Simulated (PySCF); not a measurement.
Problem. What does the GFN2-xTB structure of `C1C[C@H]2CC[C@@H]1C2` (norbornane) look like in three dimensions?

Solution. 
```
atom  x, y, z in Å
C1     1.1650    0.9960   -0.0558
C2     1.2300   -0.3192   -0.8588
C3     0.0770   -1.1406   -0.2719
C4    -1.2432   -0.5160   -0.7364
C5    -1.3086    0.7991    0.0666
C6    -0.0176    0.7661    0.8918
C7     0.1167   -0.7249    1.1981
H8     2.0838    1.1580    0.5090
H9     1.0078    1.8645   -0.6944
H10    1.1061   -0.1583   -1.9292
H11    2.1820   -0.8283   -0.7039
H12    0.1518   -2.2082   -0.4749
H13   -2.0832   -1.1676   -0.4936
H14   -1.2522   -0.3460   -1.8125
H15   -2.1819    0.8182    0.7196
H16   -1.3526    1.6767   -0.5773
H17   -0.0287    1.4377    1.7496
H18    1.0546   -0.9780    1.6899
H19   -0.7168   -1.1200    1.7765
```

Any rigid rotation of these coordinates is as good. Atoms count from 1 in this order. The 5-membered ring C1–C2–C3–C7–C6 has internal angles of 94.0° to 103.1°; it is puckered, 0.26 Å rms from its mean plane, widest ring torsion 56°. The 5-membered ring C3–C4–C5–C6–C7 has internal angles of 94.0° to 103.1°; it is puckered, 0.26 Å rms from its mean plane, widest ring torsion 56°. Of the pairs four or more bonds apart, H10···H14 is among the closest relative to their van der Waals radii: 2.37 Å, 99 % of the sum of Bondi's values.

Bonds between heavy atoms (Å): C1–C2 1.542, C2–C3 1.532, C3–C4 1.533, C4–C5 1.542, C5–C6 1.533, C6–C7 1.528, C1–C6 1.533, C3–C7 1.528.

Computed geometry: GFN2-xTB, gas phase.

Point group: C2v (every atom within 0.08 Å of its image). Whether it is a minimum is left open (no frequencies).
